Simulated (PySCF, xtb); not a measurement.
BH3S2, SMILES B(S)S.

The structure is a stationary point at PBE-D3(BJ)/def2-TZVP. One conformer was computed; it need not be the lowest.

The numbers are results of PySCF with IEF-PCM-B3LYP/def2-SVP, not measurements.

The values are the electrostatic part of the solvation free energy, E(continuum) − E(gas) at the gas-phase geometry, in a cavity of scaled van der Waals radii (PySCF's table); cavitation and dispersion terms are not included. In vacuum the orbital gap is 6.26 eV. The dipole moment in vacuum is 1.50 D.

Computed values in water (ε = 78.36), toluene (ε = 2.37), ethanol (ε = 24.85):
```json
[
 {"solvent": "water", "ε": "78.36", "ΔG(elec) (kcal/mol)": "-2.8", "dipole (D)": "2.01", "gap (eV)": "6.29"},
 {"solvent": "toluene", "ε": "2.37", "ΔG(elec) (kcal/mol)": "-1.2", "dipole (D)": "1.71", "gap (eV)": "6.27"},
 {"solvent": "ethanol", "ε": "24.85", "ΔG(elec) (kcal/mol)": "-2.7", "dipole (D)": "1.98", "gap (eV)": "6.29"}
]
```

For comparison, GFN2-xTB/ALPB(water) (xtb, at the GFN2-xTB geometry, all terms of that model) gives -1.5 kcal/mol.
